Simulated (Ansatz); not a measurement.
`[O]=[W](=[O])([OH])[F]` and `[O]=[W](=[O])([F])[Cl]` differ in one atom or group.

Ansatz, PBE0-D4/def2-TZVP geometries, multiplicity 1. Each molecule was computed in one conformer, which needn't be the lowest.

Elements past krypton have def2 core potentials.

| property | `[O]=[W](=[O])([OH])[F]` |
| --- | --- |
| LUMO energy (PBE0/def2-TZVPP) / eV | -1.98 |
| zero-point energy (PBE0-D4/def2-TZVP) / kJ/mol | 57.7 |
| size of the dipole moment (PBE/def2-TZVPP) / D | 3.16 |
| HOMO energy (B3LYP/def2-TZVPP) / eV | -9.08 |
| HOMO energy (ωB97M-V/def2-TZVPP) / eV | -11.70 |
| size of the dipole moment (B3LYP/def2-TZVPP) / D | 3.27 |

(1) Give the same properties after the change, and the shifts. (Estimate.)

Results:

(1) The calculation gave: 
```csv
property,`[O]=[W](=[O])([F])[Cl]`,shift
LUMO energy (PBE0/def2-TZVPP) / eV,-2.94,-0.96
zero-point energy (PBE0-D4/def2-TZVP) / kJ/mol,26.6,-31.1
size of the dipole moment (PBE/def2-TZVPP) / D,1.76,-1.40
HOMO energy (B3LYP/def2-TZVPP) / eV,-9.48,-0.40
HOMO energy (ωB97M-V/def2-TZVPP) / eV,-12.09,-0.39
size of the dipole moment (B3LYP/def2-TZVPP) / D,1.90,-1.37
```

With PBE0 the HOMO falls by 0.41 eV and the LUMO falls by 0.96 eV, so the gap narrows by about 0.55 eV. PBE moves the HOMO by -0.41 eV and ωB97M-V by -0.39 eV. The zero-point energy changes by -31.1 kJ/mol with -3 modes. Dipoles are sizes alone; their direction can turn.

B3LYP here is the variant with VWN-RPA as its local correlation; programs differ in this.
